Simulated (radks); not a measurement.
Task: The table gives one normalised radial function P(r) = r R(r) of Si11+ in [He] 2s0.75 2p0.25 (r in bohr). Calculated with a radial shooting solver on a logarithmic mesh with Libxc functionals: scalar-relativistic Kohn-Sham, RPBE, spin-polarised, spherical densities, finite nucleus; open shells are filled with parallel spins first; Fermi nuclear charge, rms radius 3.1224 fm.

| r | P |
|---|---|
| 0.003585 | 0.3546 |
| 0.004449 | 0.4343 |
| 0.005566 | 0.5343 |
| 0.006908 | 0.6500 |
| 0.008573 | 0.7872 |
| 0.01064 | 0.9481 |
| 0.01331 | 1.1412 |
| 0.01652 | 1.3527 |
| 0.0205 | 1.5862 |
| 0.02545 | 1.8353 |
| 0.03184 | 2.0981 |
| 0.03951 | 2.3379 |
| 0.04904 | 2.5398 |
| 0.06135 | 2.6774 |
| 0.07614 | 2.7079 |
| 0.0945 | 2.6103 |
| 0.1173 | 2.3714 |
| 0.1467 | 1.9867 |
| 0.1821 | 1.5273 |
| 0.226 | 1.0502 |
| 0.2805 | 0.6291 |
| 0.3509 | 0.3081 |
| 0.4356 | 0.1244 |
| 0.5406 | 0.0384 |
| 0.6709 | 0.0086 |
| 0.8394 | 0.0012 |
| 1.042 | 0.0001 |
| 1.293 | 0.0000 |
| 1.617 | 0.0000 |
| 2.007 | 0.0000 |
| 2.491 | 0.0000 |
| 3.092 | 0.0000 |

Which n and l does it have? It may be an empty orbital.

Result: n = 1, l = 0: the number of nodes gives n - l - 1 = 0, the rise at small r (about r^(l+1)) gives l, and the extent must fit the shell. The curve is that of 1s down; the table hardly tells the two spins apart. 1s down: eigenvalue -2279.2 eV, 0 radial nodes, <r> = 0.110 bohr, 90 % of the charge inside 0.196 bohr.
